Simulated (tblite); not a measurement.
Start geometry of `[SiH3]CC1=C(S[SiH3])[SiH2]C1` from a force field or distance geometry (Å):
```
atom  x, y, z in Å
Si1   -3.0838   -0.9783    0.2224
C2    -1.7221   -0.5911   -0.9867
C3    -0.6289    0.2127   -0.2981
C4     0.6383   -0.0225   -0.1134
S5     1.7096   -1.3985   -0.5118
Si6    3.6846   -0.9089    0.2177
Si7    0.9882    1.5557    0.7689
C8    -0.7616    1.5684    0.3432
H9    -3.1479    0.1447    1.1698
H10   -2.8281   -2.2044    1.0170
H11   -4.3818   -1.1370   -0.4712
H12   -1.3104   -1.5106   -1.4037
H13   -2.0970    0.0186   -1.8374
H14    4.5596   -2.0760    0.2438
H15    4.2655    0.1751   -0.6067
H16    3.4411   -0.3257    1.5688
H17    1.3786    1.2561    2.1665
H18    1.9007    2.4468    0.0615
H19   -1.1199    2.3482   -0.3912
H20   -1.4900    1.4374    1.1989
```

**Question.** What comes out of this run: GFN2-xTB geometry optimisation, gas phase in tblite 0.8.0?

**Answer.** 
```
atom  x, y, z in Å
Si1   -2.8703   -1.1958    0.2566
C2    -1.6571   -0.3989   -0.9888
C3    -0.6100    0.3637   -0.2916
C4     0.6364    0.0113    0.0798
S5     1.4054   -1.5583   -0.2108
Si6    3.4509   -1.0793    0.1494
Si7    1.0326    1.6436    0.9362
C8    -0.7490    1.7784    0.2273
H9    -3.5364   -0.1327    1.0159
H10   -2.1416   -2.0732    1.1677
H11   -3.8751   -1.9464   -0.5001
H12   -1.1925   -1.1897   -1.5800
H13   -2.2124    0.2572   -1.6617
H14    4.1194   -2.3534   -0.0531
H15    3.8795   -0.0617   -0.8045
H16    3.5775   -0.5725    1.5123
H17    1.1550    1.6275    2.3928
H18    2.0558    2.4969    0.3325
H19   -0.9134    2.5058   -0.5676
H20   -1.5600    1.8883    0.9459
```

The energy falls by 0.707 eV over 111 L-BFGS steps, the largest force on an atom goes from 4.20 to 0.009 eV/Å, and the atoms move by 0.442 Å rms after alignment. The bond that changes most is Si7–C8 (SiH2 silicon to sp3 carbon bound to silicon), which lengthens by 0.121 Å. Bonds longer at the end by more than 0.005 Å: 5 of 20; shorter: 12. Among the angles that change most is S5–Si6–H14, from 111.9° to 102.8°. Among the dihedrals that turn most is H9–Si1–C2–C3, from 32° to 62°. Rotational constants go from 1735, 540.2, 439.3 to 1465, 615.4, 466.8 MHz. The orientation of the end geometry is arbitrary; only internal coordinates are fixed.

Its GFN2-xTB frequencies are all real (lowest 17 cm⁻¹). The numbers are those of one conformer.

All values are computed, not measured.
